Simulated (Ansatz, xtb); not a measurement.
# Relative energy of two isomers of C5H8OSSi

Structure a is `Cc1csc([SiH3])c1O`, a singlet and structure b is `Cc1ccsc1[SiH2]O`, a singlet. Both are isolated molecules in the gas phase, relaxed with B3LYP-D3(BJ)/def2-SVP; the shapes shown needn't be the lowest conformers.

a (Å):

```yaml
atoms:
  - { symbol: C, position_ang: [0.2766, 1.9572, 0.0364] }
  - { symbol: C, position_ang: [-0.2511, 0.6109, 0.4310] }
  - { symbol: C, position_ang: [0.3795, -0.5959, 0.2654] }
  - { symbol: C, position_ang: [-1.8618, -0.8794, 1.3510] }
  - { symbol: C, position_ang: [-1.5354, 0.4360, 1.0544] }
  - { symbol: O, position_ang: [-2.2910, 1.5349, 1.2906] }
  - { symbol: S, position_ang: [-0.5530, -1.9287, 0.8491] }
  - { symbol: Si, position_ang: [-3.4159, -1.5034, 2.1485] }
  - { symbol: H, position_ang: [0.3473, 2.6243, 0.9111] }
  - { symbol: H, position_ang: [1.2727, 1.8779, -0.4215] }
  - { symbol: H, position_ang: [-0.3988, 2.4498, -0.6821] }
  - { symbol: H, position_ang: [1.3601, -0.7668, -0.1773] }
  - { symbol: H, position_ang: [-4.2599, -0.2956, 2.4275] }
  - { symbol: H, position_ang: [-3.1616, -2.2025, 3.4407] }
  - { symbol: H, position_ang: [-4.1926, -2.4194, 1.2648] }
  - { symbol: H, position_ang: [-3.1225, 1.2746, 1.7127] }
```

b (Å):

```yaml
atoms:
  - { symbol: C, position_ang: [-0.1428, -0.9008, 1.9453] }
  - { symbol: C, position_ang: [-1.3573, -0.8507, 1.0589] }
  - { symbol: C, position_ang: [-2.5935, -1.4837, 1.4124] }
  - { symbol: C, position_ang: [-3.5822, -1.2992, 0.4802] }
  - { symbol: C, position_ang: [-1.4297, -0.1870, -0.1580] }
  - { symbol: O, position_ang: [-0.4707, 0.6960, -2.7300] }
  - { symbol: S, position_ang: [-3.0298, -0.3472, -0.8469] }
  - { symbol: Si, position_ang: [-0.1521, 0.8010, -1.0930] }
  - { symbol: H, position_ang: [0.7679, -0.5893, 1.4154] }
  - { symbol: H, position_ang: [-0.2640, -0.2372, 2.8186] }
  - { symbol: H, position_ang: [0.0201, -1.9188, 2.3337] }
  - { symbol: H, position_ang: [-2.7324, -2.0589, 2.3300] }
  - { symbol: H, position_ang: [-4.6035, -1.6775, 0.5026] }
  - { symbol: H, position_ang: [-0.2111, 2.2537, -0.7874] }
  - { symbol: H, position_ang: [1.2016, 0.2845, -0.7312] }
  - { symbol: H, position_ang: [-0.6187, -0.1919, -3.0776] }
```

Quicker runs give these differences E(b) − E(a): GFN2-xTB −28.6 kcal/mol; HF/STO-3G −8.0 kcal/mol (at GFN2-xTB geometries); r2SCAN-D4/def2-SVP −26.2 kcal/mol (at GFN2-xTB geometries).

Q: Estimate E(b) − E(a) at the level CCSD(T)/def2-SVP + ΔMP2/def2-TZVPP.

A: Calculated at CCSD(T)/def2-SVP + ΔMP2/def2-TZVPP: E(b) − E(a) = −36.7 kcal/mol, so structure b lies lower.

How the difference moves with the method:

```json
{"level": "GFN2-xTB", "geometry": "GFN2-xTB", "E(b) − E(a) (kcal/mol)": "−28.6", "departure from the last row (kcal/mol)": "+8.1", "job, with rough time for the two": "optimisation, 0.56 s"}
{"level": "HF/STO-3G", "geometry": "GFN2-xTB", "E(b) − E(a) (kcal/mol)": "−8.0", "departure from the last row (kcal/mol)": "+28.7", "job, with rough time for the two": "single point, 0.6 s"}
{"level": "r2SCAN-D4/def2-SVP", "geometry": "GFN2-xTB", "E(b) − E(a) (kcal/mol)": "−26.2", "departure from the last row (kcal/mol)": "+10.5", "job, with rough time for the two": "single point, 5.5 s"}
{"level": "B3LYP-D3(BJ)/def2-SVP", "geometry": "B3LYP-D3(BJ)/def2-SVP", "E(b) − E(a) (kcal/mol)": "−28.3", "departure from the last row (kcal/mol)": "+8.4", "job, with rough time for the two": "optimisation, 2.1 min"}
{"level": "HF/def2-SVP", "geometry": "B3LYP-D3(BJ)/def2-SVP", "E(b) − E(a) (kcal/mol)": "−31.6", "departure from the last row (kcal/mol)": "+5.1", "job, with rough time for the two": "part of the CCSD(T) run"}
{"level": "MP2/def2-SVP", "geometry": "B3LYP-D3(BJ)/def2-SVP", "E(b) − E(a) (kcal/mol)": "−31.7", "departure from the last row (kcal/mol)": "+5.0", "job, with rough time for the two": "part of the CCSD(T) run"}
{"level": "CCSD(T)/def2-SVP", "geometry": "B3LYP-D3(BJ)/def2-SVP", "E(b) − E(a) (kcal/mol)": "−29.7", "departure from the last row (kcal/mol)": "+7.0", "job, with rough time for the two": "single point"}
{"level": "CCSD(T)/def2-SVP + ΔMP2/def2-TZVPP", "geometry": "B3LYP-D3(BJ)/def2-SVP", "E(b) − E(a) (kcal/mol)": "−36.7", "departure from the last row (kcal/mol)": "", "job, with rough time for the two": "single point, 2.4 min"}
```

As drawn, b has 1 O–Si, 1 C–H in place of 1 C–O, 1 Si–H.

None of the levels shown reverses the order. The largest departure from CCSD(T)/def2-SVP + ΔMP2/def2-TZVPP is that of HF/STO-3G, 28.7 kcal/mol. The last row adds to CCSD(T) the change of the MP2 difference between the two basis sets, here −7.0 kcal/mol, a large step that makes the value less sure.

With thermal terms from frequencies at re-optimised GFN2-xTB minima (ideal gas, soft modes damped towards free rotors, one conformer each, 298.15 K, 1 atm): on the last row, ΔE + ΔZPE = −35.2, ΔH = −35.2, ΔG = −35.0 kcal/mol.

The correlated steps freeze 16 core orbitals. Programs: Ansatz 0.2.0, xtb 6.7.1; the last row on 4 threads of Arm Neoverse V1 on a shared host.
